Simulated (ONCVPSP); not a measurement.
# N (Z = 7): excitation energies, all-electron against ONCV

```json
{"Element": "nitrogen (N)", "Generator": "ONCVPSP 4.0.1", "Type": "optimised norm-conserving Vanderbilt (ONCV)", "Functional": "PBE", "Relativity": "scalar-relativistic", "Frozen core": "[He]", "Valence charge": "5", "Reference configuration": "2s2 2p3", "Partial waves": "2s: rc 0.95 bohr, ncon 3, nbas 6, qcut 5.4 1/bohr, 2 projectors, debl 2.3 Ha; 2p: rc 1.60 bohr, ncon 4, nbas 7, qcut 7 1/bohr, 1 projector; d scattering state at 0.09 Ha: rc 1.25 bohr, ncon 4, nbas 8, qcut 8.7 1/bohr, 3 projectors, debl 1.9 Ha", "Local potential": "polynomial inside 0.65 bohr (lpopt 3, dvloc0 4 Ha)", "Core correction": "none"}
```

Energies are relative to the spin-unpolarised reference configuration 2s2 2p3; without spin polarisation the order of configurations can differ from experiment.

```
valence configuration  charge  ΔE all-electron (eV)  error AE − PS (meV)
              2s2 2p2      +1                13.591                  +21
              2s2 2p1      +2                42.445                 +220
              2s1 2p4       0                11.507                  +16
```

**Question.** What are ΔE and the potential's error for 2s2 2p0?

**Answer.** ΔE = 89.527 eV all-electron; the error (AE − PS) is +1007 meV.
